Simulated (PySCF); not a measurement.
SMILES [OH+]=[SiH2] (H3OSi (cation, charge +1)), PBE0/def2-SVP optimised geometry.

```
5

O     -0.59     1.18     0.00
Si     0.04    -0.27     0.00
H     -1.51     1.47     0.00
H     -0.82    -1.47     0.00
H      1.51    -0.27     0.00
```

Density from PySCF with PBE0/def2-TZVP at that geometry.

Minimum of the electron density along straight lines between bonded atoms, close to the bond critical point (lines longer than 1.1 times the sum of covalent radii, or with two minima, are not listed):

| bond | length / Å | ρ at the minimum / e bohr⁻³ | ∇²ρ there / e bohr⁻⁵ | position (fraction from the first atom) |
|---|---|---|---|---|
| O1–Si2 | 1.584 | 0.158 | 1.09 | 0.58 |
| O1–H3 | 0.970 | 0.336 | -2.41 | 0.83 |
| Si2–H4 | 1.476 | 0.134 | 0.08 | 0.49 |
| Si2–H5 | 1.470 | 0.136 | 0.08 | 0.49 |
